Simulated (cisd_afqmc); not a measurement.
Input (AFQMC/CISD/cc-pV(D+d)Z; cisd_afqmc is a phaseless AFQMC code with CISD trial states that reads the integrals written by Ansatz): A basis named .json is the Basis Set Exchange file of that set.

Ansatz 0.2 input:
```python
import cisd_afqmc

open("ham.yaml", "w").write("""\
crystal:
  periodic: [false, false, false]
  atoms:
    - {symbol: Al, position_ang: [-0.00000000, -0.00000000, -1.37767460]}
    - {symbol: Al, position_ang: [0.00000000, 0.00000000, 1.37767460]}
basis:
  gaussian:
    orbitals: cc-pV_D+d_Z.json
magnetization: {spin_polarized: true, initial_magnetization: 2}
correlation: {method: ccsd, electrons: outside_noble_gas, hamiltonian_folder: ham}
""")
rep = cisd_afqmc.ansatz("ham.yaml")
e_ccsd = rep["correlation"]["coupled_cluster"]["energy"]["hartree"]
out = cisd_afqmc.run("ham", e_ccsd, trial="CISD", walkers=200, populations=8, threads=8, dt=0.005, steps=40, early=24, settle=10, least=32,
    cut=5e-5, rank_cut=2e-4, target=0.0004, seconds=1500, seed=1, memory=17280, gpu=False)
```

Output:

```
orbitals 36, occupied [4, 2], factors 197 of 498, rank of the doubles 85 of 196
E(HF) = -483.775307
E(CCSD) on the cut factors = -483.884308, shift to the whole factors 0.000003
Energy of the trial state on the determinant = -483.884177
  tau behind 7.2 of longer steps, mean of the populations' last blocks
   2.0  -483.89009
   4.0  -483.89029
   6.0  -483.88963
   8.0  -483.89063
blocks 304 (2 outliers left out), error by blocks joined: 1: 0.00009, 2: 0.00010, 4: 0.00012, 8: 0.00015, 16: 0.00020
E(AFQMC/CISD) = -483.88972 +/- 0.00020
```

The determinant is spin-contaminated: <S^2> is 2.04, 0.04 over the pure value.

The error still grows at the longest joins of blocks, or few joins were possible, so the printed bar may be too narrow.
